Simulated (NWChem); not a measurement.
**Basis-set convergence for BCl**

```xyz
2

B      0.0000     0.0000    -1.3311
Cl     0.0000     0.0000     0.3915
```
Charge 0, spin multiplicity 1.

The numbers come from NWChem runs, not from measurements. Structure: optimised with B3LYP/def2-SVP, a minimum by its harmonic frequencies.

Quantity: dipole moment at the level PBE.

The Pople sets run with spherical d functions. The structure started from a generated list of species.

| basis | functions | dipole moment (D) |
|---|---|---|
| STO-3G | 14 | 0.28 |
| 3-21G | 22 | 0.96 |
| cc-pVDZ | 32 | 1.68 |
| 6-31G* | 32 | 1.27 |
| pcseg-1 | 32 | 1.44 |
| def2-TZVP | 68 | 1.71 |
| def2-TZVPD | 83 | 1.66 |
| aug-cc-pVTZ | 96 | 1.64 |
| cc-pVQZ | 114 | 1.66 |
| def2-QZVP | 127 | 1.66 |

Smallest basis within 0.1 D of def2-QZVP, the largest set run: cc-pVDZ, with 32 functions against 127 and about 20 % of the time (also within reach: def2-TZVP, def2-TZVPD, aug-cc-pVTZ, cc-pVQZ). def2-QZVP isn't the basis-set limit itself, and a small set can land close by cancellation.
